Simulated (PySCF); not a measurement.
**Static response to an electric field**

C6H5NOSe2.
Numbering: `[CH3:1][O:2]/[CH:3]=[C:4]1/[Se:5][CH:6]=[C:7]([C:8]#[N:9])[Se:10]1` (hydrogens: H11, H12, H13 on C1; H14 on C3; H15 on C6)

Cartesian coordinates in Å at the PBE0-D3(BJ)/def2-SVP level; atoms count from 1:
```
atom  x, y, z in Å
C1    -3.317   -0.788    0.278
O2    -1.927   -0.661    0.430
C3    -1.334    0.346   -0.244
C4     0.004    0.449   -0.236
Se5    0.980    1.834   -1.100
C6     2.624    1.124   -0.594
C7     2.674    0.005    0.160
C8     3.893   -0.584    0.584
N9     4.878   -1.083    0.944
Se10   1.053   -0.835    0.698
H11   -3.636   -1.619    0.919
H12   -3.593   -1.017   -0.766
H13   -3.844    0.129    0.598
H14   -1.982    1.059   -0.766
H15    3.522    1.650   -0.927
```

Level: B3LYP/def2-SVPD (PySCF), static field, nuclei fixed, core orbitals frozen in the response. The polarisability tensor in these axes (au):

```
x   197.13  -7.97  11.28
y    -7.97 126.66 -28.63
z    11.28 -28.63 102.97
```

Diagonalise the tensor; give its mean and Δα, where Δα² is half the sum of the squared differences of the eigenvalues.

Principal values 83.61, 142.76 and 200.39 au; mean 142.25 au = 21.08 Å³ = 23.45 × 10⁻⁴⁰ C²·m²/J; Δα = 101.13 au (71 % of the mean).

What is the dipole moment, and where does it point?

(-5.51, 2.27, -1.91) D, 6.26 D in size, pointing from the negative to the positive side. Measured along this direction, the outermost atoms are N9 at the negative end and H13 at the positive end.

What would n − 1 = 2πNα be for an ideal gas of these molecules at 350 K and 1 atm, electronic part alone?

N = p/kT = 2.0968 × 10¹⁹ cm⁻³, so n − 1 = 2π × N × 21.08 × 10⁻²⁴ cm³ = 2777 × 10⁻⁶ at long wavelengths, for an ideal gas.

Orientational against electronic polarisability at 250 K (dilute gas, rigid molecules)?

In Gaussian units μ²/3kT = 378.96 Å³ against 21.08 Å³, a ratio of 17.98; the Debye molar polarisation (4π/3)N_A(α + μ²/3kT) is 1009.1 cm³/mol, leaving out the vibrational part.

Along which axes do the principal values lie, and how far do the nuclei extend along each?

Largest value along (0.97, -0.17, 0.16), where the nuclei span 8.74 Å; middle along (0.23, 0.82, -0.52), 5.29 Å; least along (-0.04, 0.55, 0.84), 1.78 Å. The response follows the extents in order.

What depolarisation ratio follows for Rayleigh scattering of linearly polarised light, taking the static tensor?

ρ = 3Δα²/(45ᾱ² + 4Δα²) = 30684.7/(910623 + 40912.9) = 0.0322.

What molar refraction does this α imply?

Lorentz–Lorenz: R = (4π/3)N_A α = 2.5225 cm³/(mol·Å³) × 21.08 Å³ = 53.2 cm³/mol, in the limit of long wavelengths.

Isolated species at its PBE0-D3(BJ)/def2-SVP geometry (one conformer only). The calculation is non-relativistic, for selenium too.
